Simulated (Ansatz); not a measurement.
Consider the hydrogenolysis of a B–N bond: `C[SiH2]B[NH][AlH2]` + H₂ → `B[SiH2]C` + `[NH2][AlH2]`.

Program: Ansatz. Geometries: PBE0-D4/def2-TZVP. ΔE: electronic, gas phase. CBS: MP2 limit from def2 TZ/QZ plus the TZ coupled-cluster correction, frozen cores. This one scheme is used for every species. Functionals use def2-TZVPP. B3LYP here is the variant with VWN-RPA as its local correlation; programs differ in this. Each species was taken in one conformer, which may not be the lowest.

| level | ΔE (kJ/mol) | difference from CCSD(T)/CBS |
| --- | --- | --- |
| PBE0-D4 | 106.3 | 2.9 |
| B3LYP-D4 | 106.3 | 2.9 |
| ωB97X-V | 99.7 | -3.7 |
| B2PLYP | 98.6 | -4.8 |
| PBE | 102.4 | -1.0 |
| r2SCAN | 104.4 | 1.0 |
| PBE0 | 98.2 | -5.2 |
| MP2/def2-TZVPP | 109.9 | 6.5 |
| SCS-MP2/def2-TZVPP | 101.6 | -1.8 |
| CCSD/def2-TZVPP | 96.3 | -7.1 |
| CCSD(T)/def2-TZVPP | 103.6 | 0.2 |
| HF/def2-QZVPP | 70.6 | -32.8 |
| MP2/def2-QZVPP | 109.5 | 6.1 |
| SCS-MP2/def2-QZVPP | 101.2 | -2.2 |
| HF/CBS(def2) | 70.6 | -32.8 |
| CCSD/CBS(def2) | 96.0 | -7.4 |
| CCSD(T)/CBS | 103.4 | 0 |

Largest T1 diagnostic among the species: 0.012.

The D4 term adds +14.1 kJ/mol with B3LYP and +8.1 kJ/mol with PBE0; it sums over pairs of atoms, weighted by their polarisabilities, and B3LYP, whose exchange is more repulsive, gets the larger term. In def2-TZVPP, CCSD(T) changes the Hartree–Fock value by +32.5 kJ/mol (the triples alone add +7.4 kJ/mol) and MP2 by +38.7 kJ/mol. From PBE to PBE0 (25 % exact exchange), in def2-TZVPP and without D4, ΔE moves by −4.2 kJ/mol.
